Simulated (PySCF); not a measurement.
**Telling isomers of C7H12NP apart by NMR**

Theoretical values (PySCF 2.14.0 with density-fitted response routines): shieldings: GIAO PBE0/pcSseg-1, geometry from PBE0-D3(BJ)/def2-SVP. Relativity neglected, isolated molecule, one computed conformer, fast rotation and ring inversion assumed for equivalent nuclei.

Referencing at the same level of theory: TMS for $^{1}$H (31.27 ppm) and $^{13}$C (184.41 ppm). Splittings of carbon signals by F and P are missing where no couplings were computed. Where no couplings were computed, multiplicities follow the n + 1 count of equivalent neighbours, and m marks all less simple cases (inequivalent or close neighbours, rings, F or P nearby). Shifts are as computed. Against solution values, carbons near 30 ppm lie about +2 ppm off and those near 130 ppm about +5 ppm (rms about the fit 1.9 ppm; single classes can miss by 10 ppm). Of 1328 compounds with measured shifts, 309 miss one by over three times the rms of a fit or turn the order of signals round; such compounds aren't used in these exercises. Signals without a measured value on file couldn't be tested in this way; 1H shifts scatter by 0.2 ppm about their fit, and single ones miss by 0.5 ppm. OH and NH positions are gas-phase values without hydrogen bonding to other molecules.

(1) Tabulate the signals of `Cc1cc(C)p(N)c1C`, `CCc1cn(CC)cp1`, `Cc1cn(C(C)C)cp1` and their relative energies.

(2) What is the quickest way to tell Cc1cc(C)p(N)c1C from CCc1cn(CC)cp1?

(3) What is the quickest way to tell Cc1cc(C)p(N)c1C from Cc1cn(C(C)C)cp1?

(4) What is the quickest way to tell CCc1cn(CC)cp1 from Cc1cn(C(C)C)cp1?

Answers

(1) 
| SMILES | carbon types | δC | δH | E rel. (kcal/mol) |
| --- | --- | --- | --- | --- |
| Cc1cc(C)p(N)c1C | 3×C 1×CH 3×CH3 | 156.6, 146.9, 143.2, 141.2, 17.6, 16.6, 13.4 | 6.22 (m, 1H), 2.14 (m, 3H), 2.08 (m, 3H), 1.93 (s, 3H), 0.97 (br s, 2H) | 8.0 |
| CCc1cn(CC)cp1 | 1×C 2×CH 2×CH2 2×CH3 | 161.1, 159.1, 131.0, 49.7, 27.1, 23.2, 19.9 | 7.74 (m, 1H), 7.06 (m, 1H), 3.74 (q, 2H), 2.63 (m, 2H), 1.33 (t, 3H), 1.25 (t, 3H) | 1.3 |
| Cc1cn(C(C)C)cp1 | 1×C 3×CH 3×CH3 | 159.5, 153.0, 127.2, 57.7, 25.2, 17.7 | 7.72 (m, 1H), 7.11 (m, 1H), 3.76 (sept, 1H), 2.47 (m, 3H), 1.38 (d, 6H) | 0.0 |

Energies are electronic energies at PBE0/pcSseg-1 on these geometries, without zero-point or thermal terms, each for the one conformer computed, which needn't be the lowest.

(2) Both give the same number of carbon signals, but DEPT or the intensities differ. The first has a unsaturated ring carbon (C) at 143.2 ppm, the second an sp3 CH2 bonded to N at 49.7 ppm. Their most deshielded carbons lie at 156.6 and 161.1 ppm. In the proton spectra the most deshielded non-exchanging signals are 6.22 (m, 1H) and 7.74 (m, 1H).

(3) Count the carbon signals: 7 against 6. The first has a unsaturated ring CH at 141.2 ppm, the second an sp3 CH bonded to N at 57.7 ppm. Their most deshielded carbons lie at 156.6 and 159.5 ppm. In the proton spectra the most deshielded non-exchanging signals are 6.22 (m, 1H) and 7.72 (m, 1H).

(4) Count the carbon signals: 7 against 6. The first has an sp3 CH2 bonded to N at 49.7 ppm, the second an sp3 CH bonded to N at 57.7 ppm. Their most deshielded carbons lie at 161.1 and 159.5 ppm.
